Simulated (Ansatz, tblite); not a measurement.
Removing and adding an electron: Ge₁₈BH₂₈, a doped nanocrystal cut from the lattice of germanium (B on a surface site). The state is a doublet with charge 0. Geometry: r2SCAN-D4/def2-SVP. Ansatz, gas phase; energy differences of separate SCF runs; the oxidised species was run as a singlet alone; the reduced species was run as a singlet alone.

```xyz
47

Ge   -3.917    1.055   -0.650
Ge   -1.740    0.672   -3.660
Ge   -2.060    1.969    2.648
B    -0.164    1.175   -0.260
Ge    1.577    1.783    3.274
Ge   -0.182   -1.641    2.445
Ge    3.784    1.420    0.219
Ge   -1.807   -2.209   -1.033
Ge    2.053   -2.012   -0.655
Ge    2.052    1.286   -3.044
Ge   -4.164    1.177    1.756
Ge   -1.702    0.215   -1.258
Ge    0.461    0.391   -4.630
Ge   -2.004   -2.789    1.318
Ge   -0.081    0.716    1.826
Ge    1.773    0.410   -0.740
Ge    3.858    1.284    2.634
Ge    1.871   -2.692    1.673
Ge    0.274   -3.172   -1.838
H    -5.018    0.177   -1.279
H    -4.089    2.487   -1.198
H    -2.157    2.139   -3.894
H    -2.778   -0.228   -4.361
H    -1.829    3.440    2.250
H    -1.983    1.876    4.189
H    -0.176    2.382   -0.411
H     1.370    3.311    3.191
H     1.272    1.352    4.724
H    -0.303   -1.730    3.984
H     3.805    2.910   -0.186
H     5.004    0.743   -0.440
H    -3.005   -2.775   -1.828
H     3.448   -2.357   -1.223
H     1.902    2.817   -2.941
H     3.519    0.977   -3.420
H    -5.269    2.177    2.157
H    -4.495   -0.189    2.378
H     0.596    1.178   -5.951
H     0.793   -1.084   -4.907
H    -3.369   -2.354    1.886
H    -1.862   -4.310    1.535
H     4.251   -0.132    3.087
H     4.863    2.283    3.242
H     3.087   -2.226    2.493
H     1.771   -4.227    1.784
H     0.415   -2.994   -3.361
H     0.354   -4.681   -1.525
```

The xTB rows come from tblite. Single mean-field runs in def2-TZVP are fitted with def2-universal-jkfit.

Question: Estimate orbital energies and vertical ionisation energies and electron affinities at: GFN1-xTB; GFN2-xTB; HF/def2-TZVP; PBE-D4/def2-TZVP; PBE0-D4/def2-TZVP.

Answer: 
| level | −HOMO (eV) | vertical IE (eV) | −LUMO (eV) | vertical EA (eV) | HOMO–LUMO gap (eV) | IE − EA (eV) |
| --- | --- | --- | --- | --- | --- | --- |
| GFN1-xTB | – | 12.46 | – | 9.86 | – | 2.60 |
| GFN2-xTB | – | 10.94 | – | 7.93 | – | 3.01 |
| HF/def2-TZVP | 8.39 | 7.35 | 1.55 | 3.01 | 6.84 | 4.34 |
| PBE-D4/def2-TZVP | 5.42 | 6.97 | 5.08 | 3.60 | 0.34 | 3.37 |
| PBE0-D4/def2-TZVP | 6.33 | 7.33 | 4.63 | 3.75 | 1.70 | 3.58 |

   HOMO and LUMO are the levels of the spin that leaves or enters (xTB has no such levels and no spin-polarisation term). Other spin states of the ions may lie lower, which would lower the ionisation energy or raise the affinity. Raw xTB energy differences between charge states are shifted by several eV; the methods need an empirical correction for them. Sets without diffuse functions give affinities that are too small.
